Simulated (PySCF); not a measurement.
PySCF input for B(H)(SH)2 (BH3S2), SMILES SBS, PBE0/pcSseg-2. Coordinates come from a PBE-D3(BJ)/def2-TZVP optimisation. Other conformers were not sampled.

```python
import numpy as np
from pyscf import gto, scf, dft
from pyscf.prop.nmr import rks as nmr

mol = gto.M(
    atom='''
    B     0.00000000   -0.00000000    0.70130287
    H     0.00000000   -0.00000001    1.89657301
    S     0.00000000    1.54347667   -0.22246636
    H     0.00000000    2.35740161    0.85791802
    S     0.00000000   -1.54347666   -0.22246636
    H     0.00000000   -2.35740162    0.85791802
    ''',
    basis='pcSseg-2',
    charge=0,
    spin=0,
    max_memory=1600,
    verbose=3,
)
mf = dft.RKS(mol, xc='pbe0').density_fit(auxbasis='def2-universal-jkfit')
mf.grids.level = 3
mf.conv_tol = 1e-10
mf.max_cycle = 100
mf.kernel()
n = nmr.NMR(mf)
n.verbose = 2
n.max_cycle_cphf = 60
sigma = n.kernel()
print('atom   isotropic/ppm   span/ppm')
for i, s in enumerate(sigma):
    w = np.linalg.eigvalsh((s + s.T) / 2)
    print(f'{mol.atom_symbol(i):2s}{i + 1:3d} {w.mean():14.3f} {w[2] - w[0]:11.3f}')
```

Program output:

```
converged SCF energy = -822.822541072694
atom   isotropic/ppm   span/ppm
B   1         33.058     154.727
H   2         23.960       6.134
S   3        507.956     365.810
H   4         27.858      13.736
S   5        507.956     365.810
H   6         27.858      13.736
```

The run converged.

Cost: very roughly 50 core-seconds.
